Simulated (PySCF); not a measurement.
Sr (strontium, neutral) across methods

[Kr] 5s1 5p1, high-spin 3P determinant (an excited configuration). All numbers are calculated (PySCF 2.14, scalar relativity through the core potential, in def2-TZVPPD with the def2 core potential (28 electrons)).

| method | E (hartree) | mean ε 4p β (eV) | mean ε 5s α (eV) | mean ε 5p α (eV) | Σ⟨r²⟩ (bohr²) | ⟨S²⟩ |
| --- | --- | --- | --- | --- | --- | --- |
| wB97M-V | -30.5477 | -28.461 | -6.563 | -3.342 | 76.77 | 2.000 |
| PBE0 | -30.6167 | -25.985 | -5.056 | -2.618 | 75.80 | 2.000 |
| M06 | -30.5728 | -25.760 | -4.928 | -2.322 | 75.88 | 2.001 |
| UHF | -30.31092 | -30.843 | -6.619 | -3.921 | 79.11 | 2.000 |
| PW91 | -30.6390 | -24.087 | -4.449 | -2.118 | 75.27 | 2.000 |
| LDA | -30.5081 | -23.990 | -4.575 | -2.069 | 75.92 | 2.000 |
| PBE | -30.6192 | -24.043 | -4.410 | -2.107 | 75.53 | 2.000 |
| r2SCAN | -30.6330 | -24.774 | -4.488 | -2.151 | 76.01 | 2.000 |

Energies and moments cover only the electrons outside the core potential.
